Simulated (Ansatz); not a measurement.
Steps of a relaxation of CH8AlFSi2, SMILES `F[CH2][Al]([SiH3])[SiH3]` with RKS PBE-D4/def2-SVP.

```sh
$ ansatz run in.yaml --threads 4 --pin off --events-out ev --progress --plain --max-ram 10444MiB
```

```yaml
crystal:
  periodic: [false, false, false]
  atoms:
    - {symbol: F, position_ang: [-0.991500, 2.048100, -1.678000]}
    - {symbol: C, position_ang: [0.179300, 1.472600, -1.514200]}
    - {symbol: Al, position_ang: [-0.009500, 0.084700, -0.114800]}
    - {symbol: Si, position_ang: [-0.559100, 0.698500, 2.077800]}
    - {symbol: Si, position_ang: [0.489500, -2.179200, -0.626500]}
    - {symbol: H, position_ang: [0.499300, 1.016900, -2.466200]}
    - {symbol: H, position_ang: [0.963900, 2.230500, -1.201000]}
    - {symbol: H, position_ang: [0.373800, 1.663200, 2.627900]}
    - {symbol: H, position_ang: [-1.962700, 1.322700, 2.078100]}
    - {symbol: H, position_ang: [-0.672700, -0.513800, 2.949500]}
    - {symbol: H, position_ang: [0.285200, -2.989900, 0.618800]}
    - {symbol: H, position_ang: [-0.404700, -2.623500, -1.650400]}
    - {symbol: H, position_ang: [1.829500, -2.265500, -1.086000]}
basis:
  gaussian: {orbitals: def2-SVP}
hamiltonian: {xc: pbe, dispersion: d4}
relax: {f_tol: 0.03, max_steps: 200}
```

Positions (Å) and forces (eV/Å) along the path, 10 of 19 steps:

```xyz
13
step=1 energy=-26208.7570 eV
F    -0.992    2.048   -1.678   -3.351    1.835   -0.423
C     0.179    1.473   -1.514    3.093   -1.043    0.692
Al   -0.009    0.085   -0.115    0.331    0.078   -0.429
Si   -0.559    0.699    2.078   -1.545   -0.234    0.255
Si    0.489   -2.179   -0.626   -0.768    0.279    1.504
H     0.499    1.017   -2.466    0.387   -0.042   -0.422
H     0.964    2.231   -1.201   -0.181   -0.254   -0.318
H     0.374    1.663    2.628    0.677    0.712    0.536
H    -1.963    1.323    2.078    0.351   -0.037    0.076
H    -0.673   -0.514    2.950    0.102   -0.082    0.240
H     0.285   -2.990    0.619    0.081   -0.271    0.012
H    -0.405   -2.623   -1.650   -0.899   -0.660   -1.138
H     1.829   -2.265   -1.086    1.721   -0.283   -0.585
13
step=2 energy=-26209.2291 eV
F    -1.018    2.162   -1.654   -1.122    0.651   -0.033
C     0.182    1.522   -1.544    1.430   -0.483    0.110
Al    0.045    0.105   -0.130   -0.091   -0.093   -0.023
Si   -0.631    0.748    2.130   -0.460   -0.096    0.054
Si    0.499   -2.255   -0.650   -0.222    0.081    0.550
H     0.480    1.104   -2.533   -0.032   -0.017   -0.097
H     0.996    2.256   -1.281   -0.205   -0.062   -0.067
H     0.317    1.728    2.732    0.261    0.242    0.129
H    -2.000    1.406    2.174    0.125   -0.060   -0.052
H    -0.693   -0.438    3.059    0.017   -0.018    0.006
H     0.339   -3.162    0.547    0.004    0.041    0.006
H    -0.386   -2.797   -1.712   -0.279   -0.114   -0.364
H     1.890   -2.415   -1.123    0.572   -0.072   -0.221
13
step=3 energy=-26209.2961 eV
F    -0.993    2.268   -1.510    0.073    0.003    0.006
C     0.192    1.512   -1.540    0.358   -0.152   -0.165
Al    0.030    0.082   -0.127   -0.016    0.041   -0.017
Si   -0.675    0.772    2.143    0.045   -0.021   -0.030
Si    0.536   -2.283   -0.655    0.033   -0.031    0.015
H     0.355    1.106   -2.578   -0.157    0.156    0.293
H     1.073    2.184   -1.340   -0.247   -0.075   -0.050
H     0.302    1.763    2.741   -0.026   -0.029   -0.052
H    -2.032    1.433    2.154    0.000   -0.008   -0.004
H    -0.724   -0.414    3.077   -0.023    0.034   -0.004
H     0.370   -3.180    0.549   -0.008    0.014   -0.045
H    -0.369   -2.808   -1.749    0.019    0.026    0.042
H     1.956   -2.470   -1.150   -0.050    0.043    0.012
13
step=4 energy=-26209.3122 eV
F    -0.943    2.317   -1.416   -0.013   -0.025    0.072
C     0.197    1.496   -1.517    0.044    0.119   -0.078
Al    0.038    0.066   -0.126   -0.060   -0.079    0.098
Si   -0.687    0.770    2.123    0.006    0.030   -0.002
Si    0.551   -2.292   -0.653    0.023    0.002   -0.023
H     0.262    1.109   -2.560    0.000   -0.015   -0.020
H     1.103    2.134   -1.367    0.011   -0.044   -0.016
H     0.292    1.774    2.692   -0.011   -0.002   -0.018
H    -2.041    1.435    2.114   -0.003    0.008   -0.016
H    -0.753   -0.379    3.097    0.002   -0.014   -0.003
H     0.392   -3.209    0.534    0.006    0.010   -0.009
H    -0.359   -2.806   -1.747    0.015    0.010    0.013
H     1.967   -2.448   -1.161   -0.019    0.000    0.004
13
step=5 energy=-26209.3206 eV
F    -0.890    2.367   -1.332   -0.081    0.082    0.051
C     0.191    1.486   -1.508   -0.015   -0.058    0.048
Al    0.011    0.047   -0.121    0.038    0.005    0.026
Si   -0.702    0.781    2.120   -0.022   -0.008   -0.016
Si    0.566   -2.295   -0.661   -0.008   -0.031   -0.005
H     0.177    1.110   -2.555    0.001   -0.031   -0.086
H     1.140    2.062   -1.399    0.083    0.013   -0.006
H     0.285    1.781    2.677    0.003   -0.001   -0.016
H    -2.049    1.459    2.097   -0.003    0.000   -0.001
H    -0.778   -0.364    3.099   -0.005    0.012    0.002
H     0.420   -3.217    0.523    0.006   -0.003   -0.006
H    -0.334   -2.820   -1.756    0.007    0.005    0.006
H     1.984   -2.431   -1.168   -0.003    0.015    0.002
13
step=8 energy=-26209.3319 eV
F    -0.798    2.450   -1.207    0.115   -0.079   -0.029
C     0.182    1.474   -1.495   -0.031    0.067    0.017
Al    0.009    0.029   -0.112   -0.008    0.000   -0.014
Si   -0.729    0.787    2.110   -0.001    0.007   -0.003
Si    0.586   -2.305   -0.664    0.014    0.009   -0.001
H     0.041    1.119   -2.545   -0.005    0.042    0.068
H     1.192    1.960   -1.467   -0.083   -0.044   -0.022
H     0.266    1.791    2.644   -0.001    0.008    0.001
H    -2.072    1.473    2.067    0.000   -0.002   -0.007
H    -0.814   -0.335    3.115   -0.005    0.004   -0.001
H     0.460   -3.244    0.509    0.000   -0.003    0.003
H    -0.308   -2.827   -1.764   -0.004   -0.007   -0.006
H     2.004   -2.407   -1.176    0.009   -0.002   -0.005
13
step=13 energy=-26209.3492 eV
F    -0.481    2.612   -0.994    0.002    0.011    0.003
C     0.161    1.456   -1.467   -0.009    0.003    0.005
Al   -0.010    0.004   -0.098    0.005   -0.003   -0.004
Si   -0.778    0.798    2.100   -0.002    0.000    0.010
Si    0.633   -2.309   -0.677    0.002    0.011   -0.001
H    -0.272    1.182   -2.460   -0.002   -0.006    0.003
H     1.234    1.696   -1.670    0.005   -0.012   -0.007
H     0.200    1.823    2.625   -0.005   -0.001   -0.001
H    -2.124    1.472    2.002    0.002    0.000   -0.006
H    -0.887   -0.293    3.136    0.001   -0.001   -0.002
H     0.548   -3.259    0.491    0.000   -0.002    0.000
H    -0.254   -2.856   -1.772   -0.002    0.001    0.001
H     2.049   -2.360   -1.201    0.002   -0.001   -0.001
13
step=14 energy=-26209.3473 eV rejected
F    -0.350    2.663   -0.953    0.124   -0.289   -0.149
C     0.160    1.450   -1.470    0.051    0.185   -0.111
Al    0.003    0.012   -0.086    0.008    0.021    0.005
Si   -0.792    0.795    2.107   -0.011    0.005    0.003
Si    0.651   -2.297   -0.674    0.000    0.003   -0.003
H    -0.386    1.194   -2.419    0.112    0.097    0.196
H     1.234    1.605   -1.777   -0.287   -0.017    0.063
H     0.167    1.825    2.657   -0.007   -0.008   -0.004
H    -2.140    1.462    1.977    0.010   -0.005    0.002
H    -0.919   -0.304    3.132    0.001    0.005   -0.003
H     0.576   -3.251    0.492    0.001    0.000    0.002
H    -0.245   -2.843   -1.762   -0.001   -0.001   -0.002
H     2.062   -2.347   -1.211   -0.002    0.002    0.000
13
step=15 energy=-26209.3506 eV
F    -0.416    2.633   -0.980    0.002    0.003   -0.005
C     0.162    1.451   -1.470    0.008    0.027   -0.002
Al    0.000    0.011   -0.089    0.008   -0.007   -0.007
Si   -0.784    0.796    2.107   -0.003    0.008    0.002
Si    0.642   -2.300   -0.675    0.004    0.006    0.006
H    -0.327    1.183   -2.439    0.011    0.000    0.017
H     1.233    1.652   -1.727   -0.026   -0.022   -0.004
H     0.181    1.824    2.648   -0.002   -0.004   -0.001
H    -2.131    1.467    1.989    0.002   -0.005    0.000
H    -0.903   -0.301    3.135   -0.001    0.002   -0.002
H     0.560   -3.252    0.491    0.001   -0.005    0.001
H    -0.252   -2.843   -1.766   -0.003   -0.001   -0.003
H     2.056   -2.354   -1.208   -0.001    0.001   -0.001
13
step=19 energy=-26209.3522 eV
F    -0.271    2.678   -0.961    0.004   -0.003   -0.007
C     0.167    1.448   -1.474    0.007   -0.005   -0.007
Al    0.016    0.024   -0.077    0.001   -0.012    0.010
Si   -0.802    0.789    2.115    0.000    0.009   -0.006
Si    0.657   -2.285   -0.670   -0.001    0.005   -0.002
H    -0.428    1.199   -2.387    0.002    0.008    0.008
H     1.220    1.557   -1.835   -0.013    0.004    0.004
H     0.141    1.826    2.678   -0.002    0.001    0.004
H    -2.154    1.444    1.972   -0.002    0.001    0.004
H    -0.931   -0.312    3.136    0.002   -0.003   -0.005
H     0.594   -3.242    0.493    0.001    0.000   -0.002
H    -0.251   -2.826   -1.751    0.002   -0.003    0.002
H     2.063   -2.334   -1.224   -0.001   -0.002    0.000
```

Hardware: 4 threads of an Arm Neoverse V2 on a shared host. Wall time 22 s, peak host memory 0.17 GiB.
